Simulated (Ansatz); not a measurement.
Isolated molecules relaxed with PBE0-D4/def2-TZVP in Ansatz; ΔE leaves out vibrations. CCSD(T)/CBS adds triple-zeta CCSD(T) − MP2 to the extrapolated MP2 energy (def2 sets, frozen cores). DFT in def2-TZVPP. Elements past krypton have def2 core potentials. For Hf, Sn outer-core shells are correlated without core-valence functions, which leaves a few kJ/mol of doubt a bond. Each species was taken in one conformer, which may not be the lowest.

Consider the redistribution: `CC(C)(C)[O][Hf]([F])([F])[F]` + `[NH2][Sn]([F])([F])[F]` → `[NH2][Hf]([F])([F])[F]` + `CC(C)(C)[O][Sn]([F])([F])[F]`.

`CC(C)(C)[O][Hf]([F])([F])[F]`:

```xyz
18

C    -0.736    1.607   -0.056
C    -0.356    0.197    0.370
C     0.334    0.205    1.725
C    -1.573   -0.714    0.383
O     0.561   -0.314   -0.583
Hf    1.785   -0.992   -1.855
F     3.252    0.220   -2.037
F     2.433   -2.693   -1.272
F     0.908   -1.188   -3.543
H     0.150    2.244   -0.098
H    -1.203    1.593   -1.043
H    -1.442    2.045    0.653
H     1.224    0.838    1.696
H    -0.337    0.590    2.496
H     0.636   -0.807    2.004
H    -2.040   -0.741   -0.603
H    -2.312   -0.358    1.104
H    -1.284   -1.731    0.660
```

`[NH2][Sn]([F])([F])[F]`:

```xyz
7

N    -0.816   -0.983    0.403
Sn    0.492    0.353   -0.250
F     0.711    0.200   -2.120
F     0.105    2.186    0.046
F     2.177    0.080    0.560
H    -0.948   -0.942    1.407
H    -1.720   -0.896   -0.046
```

`[NH2][Hf]([F])([F])[F]`:

```xyz
7

N    -0.072    1.227    0.195
Hf    0.060   -0.762   -0.114
F     0.966   -1.070   -1.764
F     0.965   -1.506    1.389
F    -1.691   -1.504   -0.289
H     0.143    1.697    1.064
H    -0.371    1.917   -0.481
```

`CC(C)(C)[O][Sn]([F])([F])[F]`:

```xyz
18

C    -1.105   -1.700    0.052
C    -0.183   -0.503   -0.104
C     1.243   -0.863    0.273
C    -0.255    0.056   -1.514
O    -0.706    0.466    0.832
Sn    0.057    2.204    1.084
F     1.851    2.211    1.688
F    -0.962    3.091    2.397
F     0.050    3.311   -0.452
H    -0.798   -2.505   -0.619
H    -1.075   -2.071    1.078
H    -2.133   -1.421   -0.185
H     1.287   -1.220    1.304
H     1.627   -1.647   -0.382
H     1.912   -0.001    0.180
H     0.070   -0.691   -2.241
H    -1.277    0.354   -1.757
H     0.394    0.931   -1.633
```

| species | PBE-QIDH energy (Eh) |
| --- | --- |
| `CC(C)(C)[O][Hf]([F])([F])[F]` | -580.48241 |
| `[NH2][Sn]([F])([F])[F]` | -569.47492 |
| `[NH2][Hf]([F])([F])[F]` | -403.49572 |
| `CC(C)(C)[O][Sn]([F])([F])[F]` | -746.43319 |

(1) Work out ΔE.

Largest T1 diagnostic among the species: 0.016.

## Answers

(1) ΔE = (-403.49572) + (-746.43319) − (-580.48241) − (-569.47492) = 0.02842 Eh = +74.6 kJ/mol. CCSD(T)/CBS gives +66.5 kJ/mol.

In def2-TZVPP, CCSD(T) changes the Hartree–Fock value by −9.6 kJ/mol (the triples alone add −2.1 kJ/mol) and MP2 by −7.0 kJ/mol. The D4 term adds −6.7 kJ/mol with B3LYP and −3.7 kJ/mol with PBE0; it sums over pairs of atoms, weighted by their polarisabilities, and B3LYP, whose exchange is more repulsive, gets the larger term.

B3LYP here is the variant with VWN-RPA as its local correlation; programs differ in this.
